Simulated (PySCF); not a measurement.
Hg(II) with more and more H2O

Computed with PySCF 2.14.0, PBE0, def2-SVP on the ligands, density fitting, scalar-relativistic core potentials, no spin-orbit coupling, vacuum. The metal has def2-SVP with ECP60. Each complex is relaxed within the symmetry of its template. Distances are means of the shortest metal–ligand contacts, charges and spins Mulliken's; removal energies are rigid, with the ligand's formal charge and no counterpoise, so too large; for an anion taken off a cation in vacuum most of it is the attraction of opposite charges, and multiply charged cations can part far more cheaply with an electron moved from ligand to metal.

(1) Order these by the metal–ligand distance, lowest first.
A. [Hg(H2O)2]2+
B. [Hg(H2O)]2+
C. [Hg(H2O)3]2+
D. [Hg(H2O)4]2+

(2) What else do they give?

Members with unstable modes aren't minima as they stand: saddle points kept by symmetry or, where the modes are soft, flat surfaces and noise. Moved off a saddle point of the template and relaxed again: [Hg(H2O)]2+, [Hg(H2O)3]2+, [Hg(H2O)4]2+. One start shape was tried for each, so a minimum needn't be the lowest isomer.

## Answers

(1) A (2.047), B (2.098), C (2.184), D (2.253).

(2) 
```
     complex  point group  M–H2O (Å)  charge on M (e)  HOMO–LUMO gap (eV)  removal of one H2O (eV)  strongest infrared band, degenerate modes summed (cm⁻¹)  unstable modes (below −25 cm⁻¹)
 [Hg(H2O)]2+           Cs      2.098             1.57                4.91                     4.40                                                     3552                                0
[Hg(H2O)2]2+          D2d      2.047             1.24                7.54                     4.06                                                     3638                                0
[Hg(H2O)3]2+           D3      2.184             1.17                6.52                     2.68                                                        –                         2 (soft)
[Hg(H2O)4]2+           S4      2.253             1.05                6.78                     2.13                                                     3859                                0
```
